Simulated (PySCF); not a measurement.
Gas-phase reaction: S6 ⇌ 3 S2

Energies from PySCF, thermal terms from the rigid-rotor harmonic-oscillator model, ideal gas at 1 bar. † marks an energy on the PBE0/def2-TZVP geometry and frequencies. CCSD(T) freezes the core. Open shells (unrestricted): S2 (multiplicity 3); the rest are closed-shell singlets. B3LYP is the form with VWN-RPA correlation. CCSD(T) isn't extrapolated to the basis-set limit. The harmonic model lacks anharmonicity and excited electronic states, which grow with temperature; levels with a mode under 35 cm⁻¹ are left out.

ΔH° and ΔS° at 298 K: B3LYP/def2-TZVP† 191 kJ, 331 J/K; CCSD(T)/def2-SVP† 134 kJ, 331 J/K; r2SCAN/def2-TZVP† 237 kJ, 331 J/K; LDA/def2-TZVP† 412 kJ, 331 J/K.

Task: With the heat capacities included, give log10 K (1 bar) at 600, 800, 1000, 1800, 2500 K from B3LYP/def2-TZVP†, CCSD(T)/def2-SVP†, r2SCAN/def2-TZVP†, LDA/def2-TZVP†.

Result: 
| T (K) | B3LYP/def2-TZVP† | CCSD(T)/def2-SVP† | r2SCAN/def2-TZVP† | LDA/def2-TZVP† |
|---|---|---|---|---|
| 600 | 0.5 | 5.4 | -3.5 | -18.7 |
| 800 | 4.5 | 8.2 | 1.5 | -9.9 |
| 1000 | 6.8 | 9.8 | 4.4 | -4.7 |
| 1800 | 10.8 | 12.4 | 9.5 | 4.4 |
| 2500 | 12.0 | 13.2 | 11.1 | 7.4 |
